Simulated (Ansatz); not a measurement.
`B[SiH2][SiH3]` + GeH₄ → `B[SiH2][GeH3]` + SiH₄ at 700 K and 1 bar (formal exchange of groups at the Si–Si bond).

Computed with Ansatz on PBE0-D4/def2-TZVP structures; ΔE is electronic, products minus reactants. CCSD(T)/CBS adds triple-zeta CCSD(T) − MP2 to the extrapolated MP2 energy (def2 sets, frozen cores). This one scheme is used for every species. For Ge outer-core shells are correlated without core-valence functions, which leaves a few kJ/mol of doubt a bond. Scalar relativity is left out up to krypton.

```
        species  CCSD(T)/CBS energy (Eh)  H − E (kJ/mol)  S (J/(mol·K))
`B[SiH2][SiH3]`               -607.10947           237.6          448.9
           GeH₄              -2078.49493           112.9          267.3
`B[SiH2][GeH3]`              -2394.14795           235.6          463.6
           SiH₄               -291.46306           115.5          252.9
```

H − E and S are ideal-gas, rigid-rotor, harmonic terms from PBE0-D4/def2-TZVP. 1 Eh = 2625.50 kJ/mol, R = 8.31446 J/(mol·K).

Task: By hand: ΔE, ΔH, ΔS and ΔG.

Result: ΔE = (-2394.14795) + (-291.46306) − (-607.10947) − (-2078.49493) = -0.00661 Eh = -17.4 kJ/mol. Δ(H − E) = 235.6 + 115.5 − 237.6 − 112.9 = 0.6, so ΔH = -16.8 kJ/mol. ΔS = 463.6 + 252.9 − 448.9 − 267.3 = 0.3 J/(mol·K). ΔG = -16.8 − 700 × (0.3)/1000 = -17.0 kJ/mol.

Task: By hand: the equilibrium constant, and the temperature at which ΔG would vanish if ΔH and ΔS stayed fixed.

Result: log₁₀ K = −ΔG/(RT ln 10) = 1.3. ΔH and −TΔS have one sign here, so there is no such temperature. One of them is within its doubt of zero, so this could turn.

The number of gas molecules stays the same, so ΔS is small and ΔH decides. A doubt of 5 kJ/mol in ΔE shifts log₁₀ K by 0.4 here. These are equilibria of isolated gas molecules and say nothing of rates. Largest T1 diagnostic: 0.014 (customary marks: 0.02 for closed shells, 0.045 for open ones).
